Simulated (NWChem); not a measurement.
System: C3H5BO; SMILES C#CB(C)O

The following NWChem deck was run.

```
start job
memory heap 200 mb stack 900 mb global 1100 mb
geometry units angstroms noautoz
  B     -0.065261    -0.460567    -0.001159
  C     -0.005876     1.086893     0.000659
  C      0.040049     2.303846     0.002995
  H      0.086379     3.378517     0.005903
  C      1.237267    -1.331487    -0.000854
  H      1.020161    -2.408928    -0.011980
  H      1.850362    -1.099314     0.886181
  H      1.865981    -1.082735    -0.872076
  O     -1.274634    -1.075963    -0.000316
  H     -2.008422    -0.451465     0.000159
end
basis spherical
  B library def2-svp
  C library def2-svp
  H library def2-svp
  O library def2-svp
end
dft
  xc pbe0
  iterations 150
  mulliken
end
task dft energy
```

Coordinates come from a PBE0/def2-SVP optimisation.

### Question
Predict the main results of this run. (PBE0/def2-SVP.) Quantities: basis functions; energy (Ha); highest occupied level (eV); orbital gap (eV); dipole (D).

### Answer
```yaml
number_of_basis_functions: 95
energy (Ha): -216.98
highest occupied level (eV): -8.08
orbital gap (eV): 7.31
dipole (D): 1.47
```
